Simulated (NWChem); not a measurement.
Molecule: MoNHSF2; SMILES [NH]=[Mo]([F])(=[S])[F]

Program: NWChem. Geometry: optimised at PBE0/def2-SVP. def2 effective core potentials on Mo; no spin-orbit coupling. Level B3LYP/def2-SVP: energy and gradient on several grids; changes count from the extra-fine grid, which is no exact limit either.

Question: Which is the coarsest grid (fine; xcoarse; coarse; medium; xfine) from which on the energy stays within 100 μHa and each gradient component within 200 μHa/bohr of xfine?

Answer: medium.
```csv
grid,size of the energy change (μHa),largest change of a gradient component (μHa/bohr)
xcoarse,1000,3000
coarse,20,400
medium,< 10,40
fine,< 10,< 30
xfine,< 10,< 30
```
